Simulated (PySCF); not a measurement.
C2H6BFN2, SMILES C=C(F)B(N)N.

Geometry: r2SCAN-D4/def2-SVP. This is a generated structure with no PubChem entry under its InChIKey; it may be hypothetical. Other conformers were not sampled.

Computed with PBE0/def2-TZVP run with PySCF.

Problem. Estimate the frontier levels, gap, dipole moment and polarisability. (Estimate from the structure and the level; the computed values follow.)

Solution. 
* **highest occupied level**: -7.06 eV
* **lowest empty level**: -0.25 eV
* **orbital gap**: 6.81 eV
* **dipole moment**: 2.33 D
* **quadrupole, principal values (traceless, Buckingham form, about the centre of nuclear charge)**: -9.95, 2.08, 7.87 D·Å
* **mean static polarisability**: 54.5 bohr³ (8.08 Å³)
* **polarisability, principal values**: 37.2, 55.0, 71.3 bohr³
